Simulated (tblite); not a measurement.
C8H6F2 (charge +1 and doublet state).
SMILES: `[CH+]=[C][C@@]12C[C@H]3[C@@H]1[C@@H]2C3(F)F`

All values are computed: GFN2-xTB (tblite) harmonic vibrations without scaling, gas phase. Errors from tens to a few hundred cm⁻¹ against measured bands are possible. Open shells enter through the occupations alone, without spin polarisation, and single modes of such species can be off by tens of per cent.

Harmonic wavenumbers (cm⁻¹): 93.3, 127.9, 205.5, 240.8, 321.6, 367.3, 427.1, 451.6, 480.1, 509.8, 549.5, 601.9, 652.0, 663.3, 692.9, 714.9, 808.5, 846.7, 909.0, 922.9, 959.0, 972.0, 979.1, 995.1, 1015.3, 1067.7, 1096.3, 1120.4, 1145.5, 1152.3, 1209.4, 1247.8, 1277.9, 1360.4, 1372.8, 2156.7, 2901.6, 3004.3, 3069.8, 3100.9, 3122.2, 3314.3.

A = 3160, B = 959.2, C = 951.6 MHz; mass 140.044 u (most abundant isotopes); point group C1, symmetry number 1; spin multiplicity 2.

Question: What is the zero-point energy?

Answer: ½Σν̃ = 24114 cm⁻¹ = 68.94 kcal/mol.

Question: Give the ideal-gas entropy at 298.15 K and 1 bar in the rigid-rotor, harmonic-oscillator model (classical rotation).

Answer: Translation 40.75, rotation 29.10, vibration 19.73, spin (R ln 2) 1.38: S = 91.0 cal/(mol K).

Question: And Cp and H(298.15 K) − H(0)?

Answer: Cp = 35.80 cal/(mol K), of which vibrations give 27.85 (their classical limit is 42 R = 83.5); H(298.15 K) − H(0) = 5.93 kcal/mol without the zero-point energy, 3.56 from vibrations.

Question: What must be added to the electronic energy to get the Gibbs energy at 298.15 K and 1 bar?

Answer: ZPE + [H(298.15 K) − H(0)] − T·S = 68.94 + 5.93 − 27.12 = 47.75 kcal/mol.

Question: How do the functions run with temperature in this model?

Answer: 
```
T (K)  S (cal/(mol K))  Cp (cal/(mol K))  H − H(0) (kcal/mol)  G − H(0) (kcal/mol)  ln q(vib)
  150             72.8              19.1                 1.87                -9.05       1.27
  250             85.1              30.4                 4.33               -16.95       2.98
  400            103.0              45.9                10.11               -31.07       6.07
  600            124.4              59.5                20.78               -53.86      10.53
  900            150.9              70.8                40.50               -95.31      17.03
```

q(vib) and H(0) count from the zero-point level.

Question: Blend soft modes into free rotors: weight 1/[1 + (100 cm⁻¹/ν̃)⁴] for the oscillator and the rest for a rotor with moment μB/(μ + B), μ = h/(8π²ν), B = 10⁻⁴⁴ kg m². What vibrational entropy results?

Answer: 19.28 cal/(mol K) in place of 19.73, which changes −T·S at 298.15 K by +0.14 kcal/mol.

Question: Which modes carry the vibrational entropy at 298.15 K?

Answer: 93.3 cm⁻¹: 3.59; 127.9 cm⁻¹: 2.98; 205.5 cm⁻¹: 2.08; 240.8 cm⁻¹: 1.80; 321.6 cm⁻¹: 1.30; 367.3 cm⁻¹: 1.09 cal/(mol K); the other 36 give 6.89 together.

Hindered rotation and anharmonicity are outside this model. The structure is chiral; the term R ln 2 for an equal mix with its mirror image is left out.
